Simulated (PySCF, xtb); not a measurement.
C3H9FOSi, SMILES CCOC[SiH2]F.

GFN2-xTB in xtb at its own geometry gives an orbital gap of 5.06 eV and a dipole moment of 2.12 D.

Geometry optimised at PBE0-D3(BJ)/def2-SVP. This is a generated structure with no PubChem entry under its InChIKey; it may be hypothetical. The values are those of a single conformer.

Q: What does PBE/def2-TZVP (PySCF) give? (The exact figures need the calculation; the answer reports its results.)

A: gap 5.05 eV (levels -5.79 and -0.74 eV), dipole 1.76 D.
